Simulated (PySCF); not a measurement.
## Where the electron goes

Compound: C₃H₇FOSi.
Z-matrix (Å and degrees, GFN2-xTB geometry), rows numbered from 1:
```
C 
Si  1  1.8864
O   2  1.6390  1  102.02
C   3  1.3387  2  130.28  1  -179.90
C   4  1.3241  3  121.48  2  -179.92
F   5  1.3461  4  120.51  3   179.98
H   1  1.0862  2  111.60  3   -60.23
H   1  1.0848  2  110.18  3  -179.93
H   1  1.0862  2  111.66  3    60.35
H   2  1.4667  1  113.15  3   117.64
H   2  1.4663  1  113.16  3  -117.72
H   4  1.0826  3  117.75  2    -0.06
H   5  1.0777  4  126.20  3    -0.11
```

Method used: PySCF, TDDFT wB97X-D/def2-SVPD, vertical, gas phase, core orbitals frozen in the response.

Frontier orbitals with the atoms that hold most of them (Löwdin shares over 4%, at most four atoms; ? is withheld):

```csv
orbital,ε (eV),atoms
LUMO+2,2.32,"C4 32%, C5 31%, O3 8%, H12 7%"
LUMO+1,2.21,"Si2 45%, C1 10%, C4 9%, H11 7%"
LUMO,1.95,?
HOMO,-8.58,?
HOMO-1,-11.01,"C1 26%, O3 25%, Si2 20%, H10 6%"
HOMO-2,-11.47,"Si2 32%, H10 21%, H11 21%, O3 8%"
HOMO-3,-11.98,"O3 26%, C1 14%, C4 13%, Si2 11%"
```

(1) Which atoms hold the LUMO, and with what shares?

(2) Give the leading atoms of the HOMO.

(3) How does S1 compare with the orbital gap of 10.53 eV?

Results:

(1) Si2 (bonded to C, O and 2 H) 30%; C1 (bonded to Si and 3 H) 14%; H11 (bonded to Si) 12%; H10 (bonded to Si) 12%. By element: silicon 30%, hydrogen 23% or more, carbon 14% or more.

(2) C5 (bonded to C, F and H) 30%; C4 (bonded to C, O and H) 25%; O3 (bonded to C and Si) 23%; F6 (bonded to C) 14%. By element: carbon 55% or more, oxygen 23%, fluorine 14%.

(3) S1 is at 6.31 eV (f = 0.0011), 4.22 eV below the gap, made of HOMO→LUMO (62%), HOMO→LUMO+1 (25%). 

Next come S2 at 6.86 eV (f 0.419), HOMO→LUMO+2 (96%); S3 at 6.89 eV (f 0.034), HOMO→LUMO+4 (45%), HOMO→LUMO+1 (44%); S4 at 7.27 eV (f 0.0013), HOMO→LUMO+3 (41%), HOMO→LUMO+4 (21%), HOMO→LUMO (11%); S5 at 7.68 eV (f 0.0089), HOMO→LUMO+3 (27%), HOMO→LUMO+4 (19%), HOMO→LUMO+6 (17%).

Löwdin shares depend on the basis, the more so with diffuse functions.

The run took 32 s of wall time on Arm Neoverse V1, one thread, shared host with 32 logical CPUs at a one-minute load of 18, and the process peaked at 0.81 GiB of memory.

One conformer stands for the species.
